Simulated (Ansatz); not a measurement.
CH₆O₂SiSn (`O[SiH]1O[CH2][SnH2]1`). The species carries charge 0 and has multiplicity 1. Sn takes the def2 core potential. All single points use the PBE0-D4/def2-TZVP geometry. It is one conformer, not always the lowest.

```xyz
11

O    -1.522   -0.600    1.777
Si   -0.518   -0.992    0.537
O     1.046   -0.469    0.724
C     1.371    0.652   -0.106
Sn   -0.453    0.720   -1.348
H    -1.633   -1.239    2.483
H    -0.511   -2.475    0.407
H     2.282    0.438   -0.668
H     1.523    1.545    0.504
H    -0.222    0.254   -2.976
H    -1.363    2.165   -1.336
```

Q: What is the dipole moment at ωB97M-V/def2-TZVPP? (An estimate is asked.)

A: Computed: 0.63 D, with components (-0.45, -0.44, -0.03) D in this frame, pointing from negative to positive charge.

Q: And with PBE, r2SCAN, B3LYP? (Estimate.)

A: Computed: PBE 0.57 D, r2SCAN 0.58 D, B3LYP 0.60 D.

Q: Give the Mulliken charges with ωB97M-V, PBE, r2SCAN in def2-TZVPP. (An estimate is asked.)

A: The calculation gave: 
| atom | ωB97M-V | PBE | r2SCAN |
| --- | --- | --- | --- |
| O1 | -0.36 | -0.33 | -0.40 |
| Si2 | 0.44 | 0.35 | 0.48 |
| O3 | -0.34 | -0.28 | -0.37 |
| C4 | -0.26 | -0.22 | -0.14 |
| Sn5 | 0.29 | 0.38 | 0.39 |
| H6 | 0.18 | 0.19 | 0.20 |
| H7 | -0.05 | -0.09 | -0.10 |
| H8 | 0.13 | 0.11 | 0.08 |
| H9 | 0.13 | 0.11 | 0.08 |
| H10 | -0.08 | -0.11 | -0.12 |
| H11 | -0.08 | -0.11 | -0.12 |

B3LYP here is the variant with VWN-RPA as its local correlation; programs differ in this.
